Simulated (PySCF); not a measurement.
NMR data simulated for an unnamed compound:

$^{1}$H NMR (500 MHz, computed): δ 6.60 (m, 1H), 6.21 (m, 1H), 6.17 (m, 1H), 5.95 (m, 1H), 5.84 (m, 1H).

$^{13}$C{$^{1}$H} NMR (computed): δ 145.5 (C), 139.1 (CH), 133.6 (CH2), 129.5 (CH2), 128.9 (C), 122.0 (C).

All values are calculated (PySCF 2.14.0 with density-fitted response routines): PBE0/pcSseg-1 with gauge-including orbitals, structure optimised with GFN2-xTB. Isolated molecule, one averaged value for each set of equivalent atoms, no relativistic terms, one conformer.

Scale: $^{1}$H (σ = 31.72 ppm) and $^{13}$C (σ = 186.93 ppm) vs TMS (reference shieldings calculated alike).

**Question.** Which of these does the molecule contain: a three-membered ring, a non-aromatic C=C double bond, a CF3 group, a vinyl group CH=CH2, a nitrile, a heteroaromatic ring?

**Answer.** 
- A three-membered ring: no.
- A non-aromatic C=C double bond: yes.
- A CF3 group: yes (δC 128.9).
- A vinyl group CH=CH2: yes (δC 129.5, 139.1; δH 5.84 (m), 6.17 (m), 6.60 (m)).
- A nitrile: no.
- A heteroaromatic ring: no.

The data belong to SMILES C(=C)C(=C)C(F)(F)C(F)(F)F, C₆H₅F₅; they needn't prove each group on their own.

Carbon signals by region: 6 in the sp2 and nitrile region (100–160 ppm).

Splittings by $^{19}$F in the carbon and heteronuclear signals aren't shown, as no couplings were computed. Shifts are as computed. Against solution values, carbons near 30 ppm lie about +3 ppm off and those near 130 ppm about +5 ppm. Of 1211 compounds with measured shifts, 218 miss one by over three times the rms of a fit or turn the order of signals round; such compounds aren't used in these exercises. Multiplicities follow the n + 1 count of equivalent neighbours, as no J values were calculated; m marks all less simple cases, F and P coupling included.
